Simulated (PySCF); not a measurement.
In(Br)(OH)2 (BrH₂InO₂), SMILES [OH][In]([OH])[Br].

The structure is a stationary point at B3LYP-D3(BJ)/def2-SVP. The def2 effective core potentials stand for the cores of In; spin–orbit coupling is left out. Other conformers were not sampled.

Method: TDDFT-B3LYP/def2-SVPD (PySCF).

Vertical excitations. The molecule is in vacuum. State labels are in the subgroup Cs.

```
state  symmetry  energy (eV)  λ (nm)      f                            main pairs
-----  --------  -----------  ------  -----  ------------------------------------
S1           A'         4.44     280  0.024                        HOMO→LUMO 97 %
S2           A"         4.44     279  0.001                      HOMO−1→LUMO 98 %
S3           A"         4.52     274  0.000                      HOMO−2→LUMO 99 %
S4           A"         5.14     241  0.043                      HOMO−3→LUMO 98 %
S5           A'         5.56     223  0.084  HOMO−4→LUMO 68 %, HOMO−2→LUMO+1 15 %
S6           A'         5.74     216  0.061  HOMO−5→LUMO 61 %, HOMO−1→LUMO+1 23 %
S7           A"         5.89     210  0.000                      HOMO→LUMO+1 99 %
S8           A'         6.42     193  0.160  HOMO−1→LUMO+1 58 %, HOMO−6→LUMO 13 %
S9           A"         6.70     185  0.000                    HOMO−4→LUMO+1 98 %
S10          A'         6.79     183  0.155  HOMO−2→LUMO+1 66 %, HOMO−4→LUMO 10 %
T1           A'         4.01     309      0                        HOMO→LUMO 95 %
T2           A"         4.13     300      0                      HOMO−1→LUMO 96 %
T3           A"         4.17     298      0                      HOMO−2→LUMO 97 %
T4           A'         4.64     267      0                      HOMO−4→LUMO 94 %
```
Triplets are in the Tamm–Dancoff approximation, which puts them higher than full response would, so one can lie above its singlet here.
